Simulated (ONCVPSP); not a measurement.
## Potentials for iron compared

Generated with ld1.x 7.5 (TM, RRKJ, ultrasoft, PAW), atompaw 4.2 or ONCVPSP 4.0.1. The cutoff is in Ry: for ld1.x and atompaw files where the sum of valence levels is converged to 10 mRy in a Bessel basis, for ONCV files where the hardest occupied wave has 1 mHa per electron of residual kinetic energy. The error is the largest all-electron minus pseudo excitation energy over each file’s own four to seven test configurations (ionisations up to +4, promotions, holes and added fractions of an electron), all of which were solved. The labels leave out finer settings (local radius, basis sizes, second energies), which also bear on the numbers. Spin-polarised tests are not counted. The rows are a selection from randomly drawn settings: files with unsolved tests, undetermined cutoffs or missed reference levels are left out.

A true bound ghost makes a file unfit for plane-wave use even where its test errors are small: the radial tests pick states by their node count and pass the ghost by.

| potential | cutoff (Ry) | largest error (meV) | bound ghosts |
| --- | --- | --- | --- |
| ONCV, PBE, scalar-relativistic, rc 1.45/0.95/0.95 (spd), local smoothed, core correction yes, reference 3s2 3p6 3d6 4s1.75, qcut 10.3/10/20.1, projectors 3/2/2 | 242 | -0.6 | none |
| ONCV, PBE, scalar-relativistic, rc 1.15/1.15/1.10 (spd), local smoothed, core correction yes, reference 3s2 3p6 3d6 4s1, qcut 11.3/11.1/14.7, projectors 2/3/2 | 169 | +0.9 | none |
| ONCV, PBE, scalar-relativistic, rc 1.40/1.30/1.75 (spd), local smoothed, core correction no, reference 3s2 3p6 3d6 4s1, qcut 6.5/11/7.3, projectors 2/2/2 | 73 | +143 | none |
| ONCV, PBE, fully relativistic, rc 1.10/1.05/1.80 (spd), local smoothed, core correction yes, reference 3s2 3p6 3d6 4s2, qcut 8.3/14.5/7.9, projectors 3/1/2 | 95 | -313 | none |
| ONCV, LDA (Perdew-Zunger), scalar-relativistic, rc 1.20/0.85/1.25 (spd), local smoothed, core correction no, reference 3s2 3p6 3d6.5 4s1.5, qcut 8.9/9.1/13.4, projectors 2/2/2 | 130 | +30 | none |
| ONCV, Wu-Cohen, scalar-relativistic, rc 2.55/1.25/1.85 (spd), local smoothed, core correction yes, reference 3p6 3d6 4s2, qcut 2.4/8.6/6.8, projectors 1/2/2 | 61 | -531 | s |
| ONCV, PBEsol, scalar-relativistic, rc 2.05/2.80/1.90 (spd), local smoothed, core correction yes, reference 3d6 4s1 4p1, qcut 2.5/2.9/9.9, projectors 2/1/1 | 66 | -98 | s |

Q: Fill in the row for Fe: ONCV, PBE, fully relativistic, rc 1.15/0.90/0.90 (spd), local d, core correction yes, reference 3s2 3p6 3d6 4s2, qcut 9.3/10.8/14.8, projectors 3/2/0.

A: cutoff 185 Ry, largest error -3.5 meV, bound ghosts: p3/2, p1/2.

Q: Fill in the row for Fe: ONCV, PBE, scalar-relativistic, rc 1.35/1.35/1.80 (spd), local smoothed, core correction yes, reference 3s2 3p6 3d6 4s0.5, qcut 6.8/9.3/6.9, projectors 2/3/1.

A: cutoff 64 Ry, largest error +232 meV, bound ghosts: none.
